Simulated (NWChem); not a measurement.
System: B₃H₂O₃, doublet; SMILES [B]1OBOBO1

```xyz
8

B      0.0000     0.0000     1.4246
O     -1.1943     0.0000     0.7537
B     -1.1978     0.0000    -0.6284
O      0.0000     0.0000    -1.3064
B      1.1978     0.0000    -0.6284
O      1.1943     0.0000     0.7537
H     -2.2264     0.0000    -1.2236
H      2.2264     0.0000    -1.2236
```
Atoms are numbered in this order, from 1.

Computed with NWChem. Pople sets run with spherical d functions. Spin-unrestricted. In the optimisation the excess spin sits in a1 (C2v, its own frame). Structure relaxed at the B3LYP/6-31G* (spherical d), spin-unrestricted level. No stability test was run on the SCF state. Total energies compare along this basis series because the functional is fixed.

```
level                 basis functions  energy (Ha)  highest occupied level (eV)  lowest empty minus highest occupied level, either spin (eV)  dipole (D)
--------------------  ---------------  -----------  ---------------------------  -----------------------------------------------------------  ----------
CAM-B3LYP/STO-3G                   32    -297.4573                        -5.07                                                         8.32        0.14
CAM-B3LYP/3-21G                    58    -299.8497                        -7.76                                                         7.28        0.62
CAM-B3LYP/6-31G*                   88    -301.5057                        -7.69                                                         7.50        0.53
CAM-B3LYP/6-31+G*                 112    -301.5194                        -7.98                                                         6.94        0.68
CAM-B3LYP/6-311G**                120    -301.5898                        -7.90                                                         7.20        0.67
CAM-B3LYP/6-311++G**              146    -301.5955                        -8.01                                                         6.95           ?
```

Complete the blanks.


- CAM-B3LYP/6-311++G**, dipole (D): 0.74
